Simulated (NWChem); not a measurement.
# Correlation energy of H2B

SMILES: [BH2]
```xyz
3

B      0.0000     0.0000     0.1478
H      1.0882     0.0000    -0.3696
H     -1.0882     0.0000    -0.3696
```
Charge 0, spin multiplicity 2.

The numbers come from NWChem runs, not from measurements. Structure: optimised with UPBE0/def2-SVP, a minimum by its harmonic frequencies.

Basis set: def2-QZVP. Each correlation energy counts from its own Hartree-Fock reference.

The correlated methods keep 1 core orbital frozen. The structure started from a generated list of species. The unpaired electrons of the parent sit in orbitals of symmetry a1 (C2v labels of the run); other states weren't searched. The stability of the SCF solutions was not checked. Open-shell Hartree-Fock references start from PBE0 orbitals. No row is a measurement; the coupled-cluster row has its own basis-set and correlation limits.

Order these methods by the correlation energy they give, lowest first: SCS-UMP2, CCSD on ROHF, CCSD[T] on ROHF, UMP2.

CCSD[T] on ROHF (-108.5 mHa), CCSD on ROHF (-106.2 mHa), SCS-UMP2 (-96.5 mHa), UMP2 (-87.5 mHa)
